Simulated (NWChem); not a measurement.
System: formate (CHO2 anion); SMILES O=C[O-]

NWChem input:

```
start job
memory heap 200 mb stack 900 mb global 1100 mb
charge -1
geometry units angstroms noautoz
  O      1.136013     0.000000    -0.205563
  C      0.000000     0.000000     0.321913
  O     -1.136013     0.000000    -0.205563
  H      0.000000     0.000000     1.466577
end
basis spherical
  * library 6-31g*
end
dft
  xc r2scan
  iterations 150
end
task dft gradient
```

Parts of the log:

```
             Northwest Computational Chemistry Package (NWChem) 7.3.0
             --------------------------------------------------------

 C2V symmetry detected

                             Geometry "geometry" -> ""
                             -------------------------

 Output coordinates in angstroms (scale by  1.889725989 to convert to a.u.)

  No.       Tag          Charge          X              Y              Z
 ---- ---------------- ---------- -------------- -------------- --------------
    1 O                    8.0000     1.13601300     0.00000000    -0.21030417
    2 C                    6.0000     0.00000000     0.00000000     0.31717183
    3 O                    8.0000    -1.13601300     0.00000000    -0.21030417
    4 H                    1.0000     0.00000000     0.00000000     1.46183583

 Effective nuclear repulsion energy (a.u.)      62.4280501181

      Symmetry information
      --------------------

 Group name             C2v
 Group number             16
 Group order               4
 No. of unique centers     3

                                 NWChem DFT Module
                                 -----------------

 Summary of "ao basis" -> "ao basis" (spherical)
 ------------------------------------------------------------------------------
       Tag                 Description            Shells   Functions and Types
 ---------------- ------------------------------  ------  ---------------------
 O                           6-31g*                  6       14   3s2p1d
 C                           6-31g*                  6       14   3s2p1d
 H                           6-31g*                  2        2   2s

      Symmetry analysis of basis
      --------------------------

        a1         19
        a2          5
        b1         13
        b2          7

            General Information
            -------------------
          SCF calculation type: DFT
          Wavefunction type:  closed shell.
          No. of atoms     :     4
          No. of electrons :    24
           Alpha electrons :    12
            Beta electrons :    12
          Charge           :    -1
          Spin multiplicity:     1
          Use of symmetry is: on ; symmetry adaption is: on
          Maximum number of iterations: 150
          AO basis - number of functions:    44
                     number of shells:    20
          Convergence on energy requested:  1.00D-06
          Convergence on density requested:  1.00D-05
          Convergence on gradient requested:  5.00D-04

              XC Information
              --------------
                      r^2SCAN Method XC Functional
               r^2SCAN metaGGA Exchange Functional  1.000
                     r^2SCAN Correlation Potential  1.000

             Grid Information
             ----------------
          Grid used for XC integration:  medium
          Radial quadrature: Mura-Knowles
          Angular quadrature: Lebedev.
          Tag              B.-S. Rad. Rad. Pts. Rad. Cut. Ang. Pts.
          ---              ---------- --------- --------- ---------
          O                   0.60       49           7.0       434
          C                   0.70       49           6.0       434
          H                   0.35       45           6.0       434
          Grid pruning is: on
          Number of quadrature shells:   143
          Spatial weights used:  Erf1

      Superposition of Atomic Density Guess
      -------------------------------------

 Sum of atomic energies:        -187.66719115

 Renormalizing density from      23.00 to     24

      Non-variational initial energy
      ------------------------------

 Total energy =    -193.503823
 1-e energy   =    -397.552341
 2-e energy   =     141.620468
 HOMO         =       0.058689
 LUMO         =       0.470962

      Symmetry analysis of molecular orbitals - initial
      -------------------------------------------------

  Numbering of irreducible representations:

     1 a1          2 a2          3 b1          4 b2

  Orbital symmetries:

     1 a1          2 b1          3 a1          4 a1          5 b1
     6 a1          7 a1          8 b1          9 b2         10 a2
    11 b1         12 a1         13 b2         14 a1         15 b1
    16 a1         17 b2         18 a1         19 a1         20 b1
    21 a1         22 a1

   convergence    iter        energy       DeltaE   RMS-Dens  Diis-err
 ---------------- ----- ----------------- --------- --------- ---------
 d= 0,ls=0.0,diis     1   -188.9209158958 -2.51D+02  3.09D-02  1.23D+00
 d= 0,ls=0.0,diis     2   -188.8482446934  7.27D-02  1.80D-02  2.12D+00
 d= 0,ls=0.0,diis     3   -189.0672253155 -2.19D-01  6.16D-03  1.49D-01
 d= 0,ls=0.0,diis     4   -189.0796453962 -1.24D-02  2.21D-03  9.50D-03
 d= 0,ls=0.0,diis     5   -189.0806073193 -9.62D-04  4.15D-04  1.00D-04
  Resetting Diis
 d= 0,ls=0.0,diis     6   -189.0806250228 -1.77D-05  1.36D-05  8.18D-07
 d= 0,ls=0.0,diis     7   -189.0806251058 -8.30D-08  6.15D-06  2.58D-08

         Total DFT energy =     -189.080625105777
      One electron energy =     -389.740628309638
           Coulomb energy =      161.395108556061
    Exchange-Corr. energy =      -23.163155470266
 Nuclear repulsion energy =       62.428050118066

 Numeric. integr. density =       23.999999897098

                  Occupations of the irreducible representations
                  ----------------------------------------------

                     irrep           alpha         beta
                     --------     --------     --------
                     a1                6.0          6.0
                     a2                1.0          1.0
                     b1                4.0          4.0
                     b2                1.0          1.0

                       DFT Final Molecular Orbital Analysis
                       ------------------------------------

 Vector   10  Occ=2.000000D+00  E= 2.463738D-02  Symmetry=a2
              MO Center= -3.8D-15, -2.0D-15, -1.9D-01, r^2= 1.9D+00
   Bfn.  Coefficient  Atom+Function         Bfn.  Coefficient  Atom+Function
  ----- ------------  ---------------      ----- ------------  ---------------
     4      0.452748  1 O  py                32     -0.452748  3 O  py
     8      0.361515  1 O  py                36     -0.361515  3 O  py
    24      0.044038  2 C  d -2

 Vector   11  Occ=2.000000D+00  E= 4.572097D-02  Symmetry=b1
              MO Center= -3.7D-13, -7.7D-17, -1.4D-01, r^2= 1.9D+00
   Bfn.  Coefficient  Atom+Function         Bfn.  Coefficient  Atom+Function
  ----- ------------  ---------------      ----- ------------  ---------------
     5      0.357677  1 O  pz                33     -0.357677  3 O  pz
     3      0.293213  1 O  px                31      0.293213  3 O  px
     9      0.251129  1 O  pz                37     -0.251129  3 O  pz
     7      0.246168  1 O  px                35      0.246168  3 O  px
    21      0.195982  2 C  px                 6     -0.113925  1 O  s

 Vector   12  Occ=2.000000D+00  E= 4.609846D-02  Symmetry=a1
              MO Center=  3.8D-13, -1.4D-16,  1.1D-01, r^2= 2.1D+00
   Bfn.  Coefficient  Atom+Function         Bfn.  Coefficient  Atom+Function
  ----- ------------  ---------------      ----- ------------  ---------------
    44     -0.439355  4 H  s                  5      0.409264  1 O  pz
    33      0.409264  3 O  pz                 9      0.314867  1 O  pz
    37      0.314867  3 O  pz                43     -0.205501  4 H  s
    23      0.140837  2 C  pz                19     -0.094419  2 C  pz
     6      0.078173  1 O  s                 34      0.078173  3 O  s

 Vector   13  Occ=0.000000D+00  E= 2.794662D-01  Symmetry=b2
              MO Center=  2.9D-15, -1.2D-15,  1.4D-01, r^2= 1.6D+00
   Bfn.  Coefficient  Atom+Function         Bfn.  Coefficient  Atom+Function
  ----- ------------  ---------------      ----- ------------  ---------------
    22      0.620140  2 C  py                18      0.525242  2 C  py
     8     -0.398081  1 O  py                36     -0.398081  3 O  py
     4     -0.350515  1 O  py                32     -0.350515  3 O  py
    25      0.028588  2 C  d -1

 Vector   14  Occ=0.000000D+00  E= 3.546560D-01  Symmetry=a1
              MO Center= -1.0D-16,  8.7D-16,  1.5D+00, r^2= 1.9D+00
   Bfn.  Coefficient  Atom+Function         Bfn.  Coefficient  Atom+Function
  ----- ------------  ---------------      ----- ------------  ---------------
    44     -1.899793  4 H  s                 20      1.788075  2 C  s
    23      0.780687  2 C  pz                19      0.382303  2 C  pz
     9     -0.255062  1 O  pz                37     -0.255062  3 O  pz
     6     -0.221652  1 O  s                 34     -0.221652  3 O  s
    16      0.158158  2 C  s                  5     -0.127769  1 O  pz

 Vector   15  Occ=0.000000D+00  E= 5.367272D-01  Symmetry=a1
              MO Center=  1.8D-14,  1.1D-15, -1.8D-01, r^2= 2.1D+00
   Bfn.  Coefficient  Atom+Function         Bfn.  Coefficient  Atom+Function
  ----- ------------  ---------------      ----- ------------  ---------------
    20      2.224275  2 C  s                 23     -1.408794  2 C  pz
     6     -1.188881  1 O  s                 34     -1.188881  3 O  s
     7      0.791957  1 O  px                35     -0.791957  3 O  px
    44      0.545577  4 H  s                 19     -0.341200  2 C  pz
     3      0.224532  1 O  px                31     -0.224532  3 O  px

[...]

                         DFT ENERGY GRADIENTS

    atom               coordinates                        gradient
                 x          y          z           x          y          z
   1 O       2.146753   0.000000  -0.397417   -0.006541   0.000000  -0.000233
   2 C       0.000000   0.000000   0.599368    0.000000   0.000000   0.006502
   3 O      -2.146753   0.000000  -0.397417    0.006541  -0.000000  -0.000233
   4 H       0.000000   0.000000   2.762469    0.000000   0.000000  -0.006037
```

Level: r2SCAN/6-31G* (spherical d). Sets without diffuse functions describe the anion's extra electron poorly. Structure relaxed at the B3LYP/def2-SVPD level. The highest occupied level is positive, so the extra electron may be held by the finite basis.
